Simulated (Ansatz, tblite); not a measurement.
Cost and result up the ladder for SiFCl3 (SiCl3F) (5 atoms). The state is a singlet with charge 0. Geometry: PBE-D4/def2-SVP.

```xyz
5

Si    0.035    0.026   -0.045
F     0.939    0.710   -1.201
Cl   -0.792   -1.683   -0.800
Cl   -1.424    1.350    0.499
Cl    1.242   -0.403    1.546
```

Ansatz on 4 threads of Arm Neoverse V2 on a shared host; xTB runs through tblite on one thread. Times are rough, summed over both states, and most runs start from the orbitals of an earlier one. PBE0-D4/def2-TZVP serves as the yardstick here, not as an exact answer. The other state is a doublet.

The xTB rows come from tblite.

Raw xTB energies of ions are shifted by several eV.

```json
{"level": "GFN1-xTB", "functions": "40", "wall time": "0.01 s", "vertical IE (eV)": "15.15", "difference from PBE0-D4/def2-TZVP (eV)": "3.39"}
{"level": "GFN2-xTB", "functions": "40", "wall time": "0.01 s", "vertical IE (eV)": "15.27", "difference from PBE0-D4/def2-TZVP (eV)": "3.50"}
{"level": "PBE-D4/def2-TZVP", "functions": "179", "wall time": "4.4 s", "vertical IE (eV)": "11.19", "difference from PBE0-D4/def2-TZVP (eV)": "-0.58"}
{"level": "PBE0-D4/def2-TZVP (with forces)", "functions": "179", "wall time": "9.5 s", "vertical IE (eV)": "11.77", "difference from PBE0-D4/def2-TZVP (eV)": "0.00"}
{"level": "r2SCAN-D4/def2-TZVP", "functions": "179", "wall time": "11 s", "vertical IE (eV)": "11.49", "difference from PBE0-D4/def2-TZVP (eV)": "-0.28"}
```
